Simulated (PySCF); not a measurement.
Members of one series of related molecules.

All values: B3LYP/def2-SVPD (PySCF) at GFN2-xTB geometries, gas phase, one conformer each. Core orbitals are frozen in the response; Δα² is half the sum of the squared differences of the principal polarisabilities.

Task: Rank by HOMO–LUMO gap, highest first.
A. `N#Cc1scpc1F`
B. `C=CC1=PC(F)=CS1`
C. `FC1=CSC=P1`
D. `CN(C)c1pc(F)cs1`

Result: C (5.25 eV), A (4.95 eV), D (4.65 eV), B (4.10 eV).

Task: Rank by dipole moment, highest first.
A. `N#CC1=PC(F)=CS1`
B. `Fc1cscp1`
C. `Fc1pcsc1C(F)(F)F`
D. `CN(C)c1pc(F)cs1`
E. `N#Cc1scpc1F`

Result: E (4.60 D), D (4.40 D), A (3.90 D), C (3.13 D), B (1.93 D).

Task: Rank by mean static polarisability, lowest first.
A. `c1(pc(C=C)sc1)F`
B. `Fc1csc([SiH3])p1`
C. `FC1=C(C(F)(F)F)SC=P1`
D. `CN(C)c1pc(F)cs1`
E. `Fc1cscp1`
F. `N#Cc1pc(F)cs1`

Result: E (11.15 Å³), C (13.30 Å³), F (13.93 Å³), B (15.38 Å³), A (15.86 Å³), D (16.94 Å³).

All values together:

| SMILES | formula | μ (D) | HOMO (eV) | LUMO (eV) | α (Å³) | Δα (Å³) | electrons | α per electron (Å³) |
| --- | --- | --- | --- | --- | --- | --- | --- | --- |
| Fc1cscp1 | C3H2FPS | 1.93 | -7.07 | -1.82 | 11.15 | 6.02 | 60 | 0.186 |
| CN(C)c1pc(F)cs1 | C5H7FNPS | 4.40 | -5.52 | -0.87 | 16.94 | 9.34 | 84 | 0.202 |
| Fc1csc([SiH3])p1 | C3H4FPSSi | 1.84 | -7.05 | -2.02 | 15.38 | 7.70 | 76 | 0.202 |
| N#Cc1pc(F)cs1 | C4HFNPS | 3.90 | -7.66 | -3.06 | 13.93 | 9.21 | 72 | 0.194 |
| N#Cc1scpc1F | C4HFNPS | 4.60 | -7.66 | -2.71 | 13.89 | 9.47 | 72 | 0.193 |
| C=Cc1pc(F)cs1 | C5H4FPS | 1.95 | -6.49 | -2.39 | 15.86 | 11.44 | 74 | 0.214 |
| Fc1pcsc1C(F)(F)F | C4HF4PS | 3.13 | -7.56 | -2.37 | 13.30 | 6.65 | 92 | 0.145 |

Conformers: `[CH2:1]=[CH:2][c:3]1[p:4][c:5]([F:6])[cH:7][s:8]1` with C1–C2–C3–P4 180°.

Task: How closely does the mean polarisability follow the number of electrons in this set?

Result: The correlation coefficient is 0.48; α per electron runs from 0.145 to 0.214 Å³.
